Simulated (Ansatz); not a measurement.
One change: `C[Si](Cl)(Cl)Cl` becomes `FB(F)[Si](Cl)(Cl)Cl`.

Ansatz, PBE0-D4/def2-TZVP geometries, multiplicity 1. Each molecule was computed in one conformer, which needn't be the lowest.

```tsv
property	`C[Si](Cl)(Cl)Cl`
HOMO energy (PBE0/def2-TZVPP) / eV	-9.16
HOMO energy (PBE/def2-TZVPP) / eV	-7.73
size of the dipole moment (PBE/def2-TZVPP) / D	1.90
LUMO energy (PBE0/def2-TZVPP) / eV	0.27
size of the dipole moment (ωB97M-V/def2-TZVPP) / D	1.92
LUMO energy (PBE/def2-TZVPP) / eV	-0.76
```

(1) What does the change do to each property? (Estimate.)

Answers

(1) The calculation gave: 
| property | `FB(F)[Si](Cl)(Cl)Cl` | shift |
| --- | --- | --- |
| HOMO energy (PBE0/def2-TZVPP) / eV | -9.17 | -0.01 |
| HOMO energy (PBE/def2-TZVPP) / eV | -7.78 | -0.05 |
| size of the dipole moment (PBE/def2-TZVPP) / D | 0.18 | -1.72 |
| LUMO energy (PBE0/def2-TZVPP) / eV | -1.85 | -2.12 |
| size of the dipole moment (ωB97M-V/def2-TZVPP) / D | 0.14 | -1.78 |
| LUMO energy (PBE/def2-TZVPP) / eV | -2.75 | -1.99 |

Dipoles are sizes alone; their direction can turn.
